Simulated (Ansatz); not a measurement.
Bis(tert-butylamino)silane (BTBAS) (`CC(C)(C)N[SiH2]NC(C)(C)C`), relaxed with RKS PBE0-D4/def2-TZVP in Ansatz from a PBE-D4/def2-SVP geometry. The force threshold is 0.005 eV/Å; the program also tests the step.

Charge 0, multiplicity 1.

Start:

```xyz
33

C     0.384    3.403   -1.102
C     1.029    2.604    0.052
C     0.444    3.073    1.394
C     2.551    2.838    0.054
N     0.803    1.157   -0.115
Si   -0.671    0.231    0.070
N    -0.064   -1.410   -0.002
C    -0.805   -2.682   -0.080
C    -1.884   -2.592   -1.172
C     0.204   -3.784   -0.454
C    -1.465   -3.021    1.274
H     0.578    4.492   -1.011
H     0.783    3.066   -2.081
H    -0.715    3.250   -1.115
H     0.864    2.481    2.232
H     0.680    4.142    1.564
H    -0.659    2.965    1.421
H     2.793    3.912    0.183
H     3.029    2.265    0.873
H     3.001    2.505   -0.906
H     1.377    0.779   -0.879
H    -1.328    0.675    1.359
H    -1.724    0.375   -1.008
H     0.783   -1.509    0.570
H    -2.661   -1.842   -0.920
H    -1.435   -2.304   -2.144
H    -2.391   -3.570   -1.294
H     0.688   -3.552   -1.423
H    -0.290   -4.773   -0.532
H     1.000   -3.866    0.316
H    -2.197   -2.237    1.558
H    -1.999   -3.994    1.243
H    -0.702   -3.076    2.078
```

| step | energy (eV) | largest force (eV/Å) | largest move (Å) |
| --- | --- | --- | --- |
| 1 | -19502.2768 | 0.593 | 0.000 |
| 2 | -19502.4097 | 0.316 | 0.039 |
| 3 | -19502.4263 | 0.085 | 0.021 |
| 4 | -19502.4266 | 0.074 | 0.023 |
| 5 | -19502.4274 | 0.018 | 0.009 |
| 6 | -19502.4275 | 0.004 | 0.004 |

End:

```xyz
33

C     0.378    3.378   -1.098
C     1.017    2.582    0.043
C     0.427    3.033    1.373
C     2.522    2.830    0.054
N     0.805    1.146   -0.136
Si   -0.629    0.216    0.065
N    -0.052   -1.404    0.020
C    -0.799   -2.657   -0.070
C    -1.867   -2.550   -1.151
C     0.186   -3.759   -0.449
C    -1.457   -3.000    1.268
H     0.554    4.451   -0.983
H     0.790    3.067   -2.061
H    -0.702    3.210   -1.125
H     0.842    2.447    2.196
H     0.658    4.087    1.545
H    -0.659    2.922    1.391
H     2.743    3.893    0.177
H     2.992    2.278    0.870
H     2.974    2.502   -0.887
H     1.396    0.781   -0.872
H    -1.281    0.654    1.335
H    -1.666    0.361   -0.998
H     0.793   -1.522    0.564
H    -2.626   -1.808   -0.895
H    -1.421   -2.263   -2.106
H    -2.369   -3.512   -1.276
H     0.656   -3.536   -1.409
H    -0.316   -4.726   -0.520
H     0.975   -3.847    0.305
H    -2.163   -2.219    1.560
H    -1.999   -3.949    1.215
H    -0.703   -3.084    2.056
```

It took 11 s on 11 threads of an AMD EPYC 7R13 on a shared host and a whole NVIDIA H100 80 GB, with 1.3 GiB of host memory at the peak.
